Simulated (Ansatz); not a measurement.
Geometry optimisation, RKS r2SCAN/6-31G* (Ansatz).

Input file:

```yaml
crystal:
  periodic: [false, false, false]
  atoms:
    - { symbol: B, position_ang: [-0.00426, -0.098633, 0.096963] }
    - { symbol: "N", position_ang: [-0.008575, -0.336039, 1.586366] }
    - { symbol: H, position_ang: [-0.743099, -0.941679, 1.93295] }
    - { symbol: H, position_ang: [0.876048, -0.581238, 2.014696] }
    - { symbol: "N", position_ang: [1.236559, 0.101448, -0.567947] }
    - { symbol: H, position_ang: [2.119369, -0.121781, -0.135725] }
    - { symbol: H, position_ang: [1.307654, 0.302781, -1.5524] }
    - { symbol: "N", position_ang: [-1.255409, -0.224292, -0.590865] }
    - { symbol: H, position_ang: [-2.084061, 0.05518, -0.079975] }
    - { symbol: H, position_ang: [-1.305879, 0.14123, -1.534574] }
    - { symbol: F, position_ang: [-0.566905, 2.333193, 0.564851] }
    - { symbol: H, position_ang: [-0.375041, 1.864929, 1.349359] }
basis:
  gaussian: { orbitals: "6-31G*" }
hamiltonian:
  xc: r2scan
relax:
  f_tol: 0.03
  max_steps: 50
```

Run as:

```bash
$ ansatz run input.yaml --threads 2 --pin off --max-ram 3072MiB --backend cpu --events-out ev --progress --plain --runs-dir out
```

Q: Where does it end, and by what steps?

A: It converged. After 15 steps the energy has fallen by 0.442 eV; F11 moved furthest, 1.42 Å.

```json
{"step": "0", "energy less start (eV)": "0.0000", "largest force component (eV/Å)": "1.222", "accepted": "yes"}
{"step": "1", "energy less start (eV)": "-0.1229", "largest force component (eV/Å)": "1.899", "accepted": "yes"}
{"step": "2", "energy less start (eV)": "-0.2777", "largest force component (eV/Å)": "1.028", "accepted": "yes"}
{"step": "3", "energy less start (eV)": "-0.3435", "largest force component (eV/Å)": "0.430", "accepted": "yes"}
{"step": "4", "energy less start (eV)": "-0.3603", "largest force component (eV/Å)": "0.179", "accepted": "yes"}
{"step": "5", "energy less start (eV)": "-0.3689", "largest force component (eV/Å)": "0.059", "accepted": "yes"}
{"step": "6", "energy less start (eV)": "-0.3760", "largest force component (eV/Å)": "0.335", "accepted": "yes"}
{"step": "7", "energy less start (eV)": "-0.3847", "largest force component (eV/Å)": "0.594", "accepted": "yes"}
{"step": "8", "energy less start (eV)": "-0.4001", "largest force component (eV/Å)": "0.640", "accepted": "yes"}
{"step": "9", "energy less start (eV)": "-0.4237", "largest force component (eV/Å)": "0.150", "accepted": "yes"}
{"step": "10", "energy less start (eV)": "-0.4320", "largest force component (eV/Å)": "0.162", "accepted": "yes"}
{"step": "11", "energy less start (eV)": "-0.4395", "largest force component (eV/Å)": "0.076", "accepted": "yes"}
{"step": "12", "energy less start (eV)": "-0.4222", "largest force component (eV/Å)": "0.225", "accepted": "no"}
{"step": "13", "energy less start (eV)": "-0.4413", "largest force component (eV/Å)": "0.040", "accepted": "yes"}
{"step": "14", "energy less start (eV)": "-0.4415", "largest force component (eV/Å)": "0.030", "accepted": "yes"}
{"step": "15", "energy less start (eV)": "-0.4415", "largest force component (eV/Å)": "0.012", "accepted": "yes"}
```

```xyz
12
Properties=species:S:1:pos:R:3
B 0.135 -0.073 -0.031
N 0.153 0.076 1.444
H -0.526 -0.515 1.917
H 1.053 -0.019 1.903
N 1.340 -0.321 -0.739
H 2.201 -0.600 -0.294
H 1.398 -0.302 -1.746
N -1.140 0.070 -0.644
H -1.797 0.673 -0.158
H -1.246 0.092 -1.648
F -1.588 1.984 1.494
H -0.786 1.429 1.583
```

Time of the run: 51 s on 2 threads of Arm Neoverse V1, with other jobs on the host, peak memory 0.15 GiB.
